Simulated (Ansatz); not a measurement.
`[OH][GeH]([F])[SiH3]` and `[CH3][GeH]([OH])[F]` differ in one atom or group.

Ansatz, PBE0-D4/def2-TZVP geometries, multiplicity 1. Each molecule was computed in one conformer, which needn't be the lowest.

Scalar relativity is left out up to krypton.

| property | `[OH][GeH]([F])[SiH3]` |
| --- | --- |
| size of the dipole moment (ωB97M-V/def2-TZVPP) / D | 1.88 |
| HOMO energy (PBE/def2-TZVPP) / eV | -7.24 |
| HOMO–LUMO gap (B3LYP/def2-TZVPP) / eV | 7.84 |
| LUMO energy (PBE/def2-TZVPP) / eV | -1.12 |
| LUMO energy (PBE0/def2-TZVPP) / eV | -0.29 |
| size of the dipole moment (PBE/def2-TZVPP) / D | 1.73 |

(1) What does the change do to each property? (An estimate is asked.)

Results:

(1) Ansatz gave: 
| property | `[CH3][GeH]([OH])[F]` | shift |
| --- | --- | --- |
| size of the dipole moment (ωB97M-V/def2-TZVPP) / D | 1.89 | 0.01 |
| HOMO energy (PBE/def2-TZVPP) / eV | -7.32 | -0.08 |
| HOMO–LUMO gap (B3LYP/def2-TZVPP) / eV | 8.96 | 1.12 |
| LUMO energy (PBE/def2-TZVPP) / eV | -0.29 | 0.83 |
| LUMO energy (PBE0/def2-TZVPP) / eV | 0.64 | 0.93 |
| size of the dipole moment (PBE/def2-TZVPP) / D | 1.77 | 0.04 |

With PBE0 the HOMO falls by 0.37 eV and the LUMO rises by 0.93 eV, so the gap widens by about 1.30 eV. PBE moves the HOMO by -0.08 eV and ωB97M-V by -0.59 eV. Dipoles are sizes alone; their direction can turn.

B3LYP here is the variant with VWN-RPA as its local correlation; programs differ in this.
